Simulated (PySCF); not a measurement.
Antimony: highly charged ions in a basis for the neutral atom

Sb¹²⁺ [Kr] 4d3, Sb¹³⁺ [Kr] 4d2. Calculation: PySCF 2.14, in cc-pVTZ-PP with ECP28MDF; a scalar-relativistic core potential. No spin-orbit coupling, so a gap to NIST mixes the basis error with missing relativistic terms.

Changed run: basis of the neutral atom used for a highly charged ion. This setting is unsound on purpose.

| species | method | sound run (hartree) | changed run (hartree) | converged |
| --- | --- | --- | --- | --- |
| Sb¹²⁺ | UHF | not run | -190.94664 | yes |
| Sb¹²⁺ | M06-L | not run | -191.60481 | yes |
| Sb¹²⁺ | PBE | not run | -191.40431 | yes |
| Sb¹³⁺ | UHF | not run | -181.12016 | yes |
| Sb¹³⁺ | M06-L | not run | -181.77040 | yes |
| Sb¹³⁺ | PBE | not run | -181.55771 | yes |

Ionisation energy of Sb¹²⁺:

| method | changed run (eV) | NIST (eV) |
| --- | --- | --- |
| UHF | 267.39 | 265 ± 3 |
| M06-L | 267.61 | 265 ± 3 |
| PBE | 267.94 | 265 ± 3 |

The contracted functions were made for the neutral atom and can be too rigid for a highly charged ion.
